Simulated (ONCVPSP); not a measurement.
# W: variants of one ONCV potential

Base potential:

```
Element                 : tungsten
Generator               : ONCVPSP 4.0.1
Type                    : optimised norm-conserving Vanderbilt (ONCV)
Functional              : PBE
Relativity              : scalar-relativistic
Frozen core             : [Kr] 4d10 4f14
Valence charge          : 14
Reference configuration : 5s2 5p6 5d4 6s1 (charge +1)
Partial waves           : 5s+6s: rc 1.45 bohr, ncon 4, nbas 9, qcut 7.1 1/bohr, 3 projectors, debl 1.2 Ha; 5p: rc 1.45 bohr, ncon 4, nbas 7, qcut 7.8 1/bohr, 2 projectors, debl 1.7 Ha; 5d: rc 2.15 bohr, ncon 4, nbas 9, qcut 6.1 1/bohr, 1 projector
Local potential         : polynomial inside 1.10 bohr (lpopt 5, dvloc0 0 Ha)
Core correction         : Teter function, fcfact 4, rcfact 1.05
```

In the p channel the program set the typed energies aside and used -1.864, 0.250 Ha.

Cutoffs, loose and tight: the cutoffs (Ha) at which the residual kinetic energy of the hardest occupied pseudo-wave falls to 1 and 0.1 mHa per electron. They do not see the model core or the augmentation charge, which bear on the density cutoff. Test errors are all-electron minus pseudo excitation energies from the reference, over the configurations 5s2 5p6 5d4 6s2; 5s2 5p6 5d4 6s0; 5s2 5p6 5d3 6s0; 5s2 5p6 5d3 6s2. A dash means not determined; rows that change the core or the reference have their own tests.

| change | outcome | cutoff, loose | cutoff, tight | bound ghosts | GHOST(+) flags above zero | largest test error (meV) |
| --- | --- | --- | --- | --- | --- | --- |
| base | generated, projector energies reset by the program | 26 Ha | 32 Ha | none | s, p | +4.6 |
| core correction Teter function, fcfact 4, rcfact 1.02 | generated, projector energies reset by the program | 26 Ha | 32 Ha | none | s, p | +4.6 |
| core correction Teter function, fcfact 4, rcfact 1.16 | generated, projector energies reset by the program | 26 Ha | 32 Ha | none | s, p | +4.5 |
| core correction Teter function, fcfact 4, rcfact 1.38 | generated, projector energies reset by the program | 26 Ha | 32 Ha | none | s, p | +3.9 |
| core correction Teter function, fcfact 4, rcfact 1.44 | generated, projector energies reset by the program | 26 Ha | 32 Ha | none | s, p | -6.9 |
| core correction Teter function, fcfact 4, rcfact 1.64 | generated, projector energies reset by the program | 26 Ha | 32 Ha | none | s, p | -41 |
| core correction Teter function, fcfact 4, rcfact 1.8 | generated, projector energies reset by the program | 26 Ha | 32 Ha | none | s, p | -107 |
| core correction Teter function, fcfact 4, rcfact 1.96 | generated, projector energies reset by the program | 26 Ha | 32 Ha | none | s, p | -219 |

Reading the sweep of the rcfact (base included, trends over the rows without a ghost): The loose cutoff stays near 26 Ha. The median size of the test errors (rows with all tests solved) rises from 2.0 meV at 1.02 to 43.7 meV at 1.96.
